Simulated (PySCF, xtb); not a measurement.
C₂H₆ClFSi, SMILES CC[Si@@H](F)Cl.

GFN2-xTB (xtb) at its own geometry gives an orbital gap of 6.24 eV and a dipole moment of 2.15 D.

The structure is a stationary point at PBE0-D3(BJ)/def2-SVP. The structure was generated by enumeration; whether it is a known compound was not checked. One conformer was computed; it need not be the lowest.

What does B3LYP/def2-TZVP in PySCF give? (An estimate is asked for; the answer gives what the named calculation found.)

gap 8.83 eV (levels -8.51 and 0.32 eV), dipole 2.20 D.
